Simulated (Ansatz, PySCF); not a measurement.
C₄H₇B, SMILES C#CB(C)C. Atoms are numbered in the order given.

```xyz
12

B      0.3479     0.1893     0.0328
C     -0.9976    -0.5346    -0.0795
C     -2.0689    -1.1114    -0.1689
H     -3.0127    -1.6191    -0.2478
C      0.5372     1.5804    -0.6772
H      1.5881     1.8093    -0.9159
H      0.2138     2.3429     0.0612
H     -0.0923     1.7264    -1.5679
C      1.5138    -0.4726     0.8559
H      2.2440     0.2562     1.2423
H      2.0655    -1.1130     0.1370
H      1.1785    -1.1366     1.6668
```

Geometry: B3LYP-D3(BJ)/def2-SVP.

Two levels are set side by side: PBE-D3(BJ)/def2-SVP (Ansatz, a quantum-chemistry and plane-wave program) and B3LYP-D3(BJ)/def2-SVP (Ansatz). Each level has its own optimised geometry; the coordinates shown are those of the second. Frequencies come from the Hessian of PySCF at each geometry. Differences are taken from unrounded values.

```json
[
 {"quantity": "mean bond length (Å)", "B3LYP-D3(BJ)": "1.236", "PBE-D3(BJ)": "1.242", "PBE-D3(BJ) minus B3LYP-D3(BJ)": "0.006"},
 {"quantity": "bond B1–C2 (Å)", "B3LYP-D3(BJ)": "1.532", "PBE-D3(BJ)": "1.533", "PBE-D3(BJ) minus B3LYP-D3(BJ)": "0.001"},
 {"quantity": "bond B1–C5 (Å)", "B3LYP-D3(BJ)": "1.573", "PBE-D3(BJ)": "1.576", "PBE-D3(BJ) minus B3LYP-D3(BJ)": "0.003"},
 {"quantity": "bond B1–C9 (Å)", "B3LYP-D3(BJ)": "1.573", "PBE-D3(BJ)": "1.576", "PBE-D3(BJ) minus B3LYP-D3(BJ)": "0.003"},
 {"quantity": "bond C2–C3 (Å)", "B3LYP-D3(BJ)": "1.220", "PBE-D3(BJ)": "1.232", "PBE-D3(BJ) minus B3LYP-D3(BJ)": "0.012"},
 {"quantity": "bond C3–H4 (Å)", "B3LYP-D3(BJ)": "1.075", "PBE-D3(BJ)": "1.082", "PBE-D3(BJ) minus B3LYP-D3(BJ)": "0.008"},
 {"quantity": "bond C5–H6 (Å)", "B3LYP-D3(BJ)": "1.102", "PBE-D3(BJ)": "1.109", "PBE-D3(BJ) minus B3LYP-D3(BJ)": "0.007"},
 {"quantity": "bond C5–H7 (Å)", "B3LYP-D3(BJ)": "1.110", "PBE-D3(BJ)": "1.117", "PBE-D3(BJ) minus B3LYP-D3(BJ)": "0.007"},
 {"quantity": "bond C5–H8 (Å)", "B3LYP-D3(BJ)": "1.100", "PBE-D3(BJ)": "1.107", "PBE-D3(BJ) minus B3LYP-D3(BJ)": "0.007"},
 {"quantity": "bond C9–H10 (Å)", "B3LYP-D3(BJ)": "1.102", "PBE-D3(BJ)": "1.109", "PBE-D3(BJ) minus B3LYP-D3(BJ)": "0.007"},
 {"quantity": "bond C9–H11 (Å)", "B3LYP-D3(BJ)": "1.110", "PBE-D3(BJ)": "1.117", "PBE-D3(BJ) minus B3LYP-D3(BJ)": "0.007"},
 {"quantity": "bond C9–H12 (Å)", "B3LYP-D3(BJ)": "1.100", "PBE-D3(BJ)": "1.107", "PBE-D3(BJ) minus B3LYP-D3(BJ)": "0.007"},
 {"quantity": "highest harmonic wavenumber (cm⁻¹)", "B3LYP-D3(BJ)": "3459", "PBE-D3(BJ)": "3393", "PBE-D3(BJ) minus B3LYP-D3(BJ)": "-66"},
 {"quantity": "mean harmonic wavenumber (cm⁻¹)", "B3LYP-D3(BJ)": "1396", "PBE-D3(BJ)": "1359", "PBE-D3(BJ) minus B3LYP-D3(BJ)": "-36"},
 {"quantity": "zero-point energy (kcal/mol)", "B3LYP-D3(BJ)": "59.85", "PBE-D3(BJ)": "58.30", "PBE-D3(BJ) minus B3LYP-D3(BJ)": "-1.56"}
]
```

Exact exchange shortens and stiffens bonds; PBE has none. Differences between two approximate levels are no errors against the true value.
